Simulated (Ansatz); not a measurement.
Problem. Name a neutral molecule of C, F, Ga, Si and H with HOMO–LUMO gap (PBE/def2-TZVPP) between 3.95 and 4.25 eV and HOMO energy (ωB97M-V/def2-TZVPP) between -9.55 and -9.25 eV (Ansatz, PBE0-D4/def2-TZVP geometry).

Solution. `FC[SiH2][GaH2]` (4.04 eV, -9.36 eV). Other molecules can fit too; these were computed, each in one conformer that needn't be the lowest.
